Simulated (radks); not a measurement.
The numbers below are computed, except where a source is named.
Neutral sulfur inside a hard spherical wall (all orbitals vanish at R), configuration held at [Ne] 3s2 3p4 and not refilled when levels cross. Code: a radial shooting solver on a logarithmic mesh with Libxc functionals. Model: non-relativistic Kohn-Sham, r2SCAN, spin-polarised, spherical densities, point nucleus; open shells are filled with parallel spins first; meta-GGA in the generalised Kohn-Sham scheme. Eigenvalues in eV for spin up, with the zero of energy where the potential of the charges vanishes at infinity; a dash marks a level that is unbound or too diffuse for the functional's potential to be trusted. A positive occupied level is held by the wall or, in an anion where self-interaction has pushed it up, behind a barrier. The pressure on the wall is -dE/dV.

R (bohr) = free: E (hartree) -398.08208; kinetic (hartree) 397.579; e(2s) -215.15; e(2p) -159.25; e(3s) -18.872; e(3p) -8.142; e(4s, empty) -; e(4p, empty) -; pressure (GPa) 0
R (bohr) = 20: E (hartree) -398.08208; kinetic (hartree) 397.579; e(2s) -215.15; e(2p) -159.25; e(3s) -18.872; e(3p) -8.142; e(4s, empty) -; e(4p, empty) -; pressure (GPa) < 0.0001
R (bohr) = 12: E (hartree) -398.08208; kinetic (hartree) 397.579; e(2s) -215.15; e(2p) -159.25; e(3s) -18.872; e(3p) -8.142; e(4s, empty) 0.491; e(4p, empty) 1.663; pressure (GPa) < 0.0001
R (bohr) = 10: E (hartree) -398.08205; kinetic (hartree) 397.579; e(2s) -215.15; e(2p) -159.25; e(3s) -18.870; e(3p) -8.139; e(4s, empty) 0.897; e(4p, empty) 2.517; pressure (GPa) 0.000836
R (bohr) = 8: E (hartree) -398.08163; kinetic (hartree) 397.583; e(2s) -215.11; e(2p) -159.21; e(3s) -18.840; e(3p) -8.111; e(4s, empty) 1.909; e(4p, empty) 4.392; pressure (GPa) 0.0242
R (bohr) = 5: E (hartree) -398.04144; kinetic (hartree) 397.853; e(2s) -213.59; e(2p) -157.68; e(3s) -17.821; e(3p) -7.009; e(4s, empty) 9.962; e(4p, empty) 15.711; pressure (GPa) 5.96
R (bohr) = 4: E (hartree) -397.88119; kinetic (hartree) 398.689; e(2s) -210.11; e(2p) -154.18; e(3s) -15.577; e(3p) -4.387; e(4s, empty) 22.192; e(4p, empty) 29.972; pressure (GPa) 48.5
R (bohr) = 3.5: E (hartree) -397.62004; kinetic (hartree) 399.844; e(2s) -206.15; e(2p) -150.19; e(3s) -12.891; e(3p) -1.188; e(4s, empty) 35.336; e(4p, empty) 44.324; pressure (GPa) 151
R (bohr) = 1.5: E (hartree) -376.09761; kinetic (hartree) 455.482; e(2s) -125.04; e(2p) -67.012; e(3s) 115.48; e(3p) 132.58; e(4s, empty) 452.45; e(4p, empty) 440.75; pressure (GPa) 55700
